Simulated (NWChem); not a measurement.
System: CH$_{9}$NSi$_{2}$; SMILES C[SiH2][SiH2]N

```xyz
13

Si    -0.5206     1.1239     0.2645
C      1.0165     2.0873    -0.3052
Si    -0.4383    -1.1689    -0.3043
N      0.8565    -2.1215     0.3916
H     -0.6558     1.2633     1.7478
H     -1.7416     1.7457    -0.3354
H      1.9307     1.6679     0.1300
H      1.1187     2.0577    -1.3957
H      0.9527     3.1380    -0.0014
H     -0.2928    -1.2924    -1.7842
H     -1.7246    -1.8052     0.1029
H      0.8854    -2.2249     1.4003
H      1.7951    -1.9727     0.0373
```
Atoms are numbered in this order, from 1.

Level: B3LYP/6-31G* (spherical d) (NWChem), optimised geometry, unscaled harmonic frequencies. 

```csv
frequency (cm⁻¹),IR intensity (km/mol)
55,0.6
108,2.6
131,26.5
150,0.5
193,5.6
394,9.0
404,14.4
467,197.5
485,112.8
617,9.9
666,1.9
692,17.1
759,27.5
814,40.8
859,421.0
899,76.6
914,99.3
928,12.6
944,21.5
954,77.4
1326,7.8
1498,1.5
1499,5.8
1629,36.9
2196,129.5
2202,112.0
2218,173.8
2226,210.8
3049,8.3
3124,11.6
3127,8.5
3542,15.7
3632,12.6
```

```json
{
 "zero_point_energy": "61.0 kcal/mol",
 "thermal correction to the enthalpy at 298.15 K (with zero-point energy)": "66.8 kcal/mol",
 "heat capacity Cv": "28.4 cal/(mol K)",
 "entropy at 298.15 K and 1 atm (symmetry number 1)": "87.7 cal/(mol K)",
 "dipole_moment": "1.84 D"
}
```

Rigid rotor and harmonic oscillator; modes under 100 cm⁻¹ make the entropy uncertain.
